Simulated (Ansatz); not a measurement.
Species: C₂H₅FSi, SMILES `C=[SiH]CF` (C–Si–C–F torsion 128°) (charge 0, multiplicity 1).

Give a relaxed geometry from PBE0-D3(BJ)/def2-TZVP (Ansatz, a quantum-chemistry and plane-wave program).

This is not unique; one that fits is the end point of this relaxation, one of several conformers (outside a Z-matrix the atoms follow the SMILES, hydrogens last).
Cartesian coordinates (Å) in one orientation:
```xyz
9

C      1.716    -0.325     0.280
Si     0.332     0.594    -0.074
C     -1.399    -0.157    -0.095
F     -2.045     0.134    -1.292
H      1.668    -1.391     0.472
H      2.705     0.115     0.328
H      0.374     2.046    -0.354
H     -2.017     0.228     0.722
H     -1.334    -1.244     0.013
```
